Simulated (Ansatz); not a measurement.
Harmonic frequencies (cm⁻¹) at PBE0-D4/def2-TZVP from Ansatz: 107, 107, 144, 169, 169, 261, 683, 690, 690.

Task: Which molecule is it?
A. `[F][Zr]([F])([F])[I]`
B. `[OH][Zr]([Cl])([Cl])[Cl]`
C. `[OH][Zr]([OH])([F])[SeH]`
D. `[SH][Zr]([Cl])([Cl])[Cl]`

Result: A.
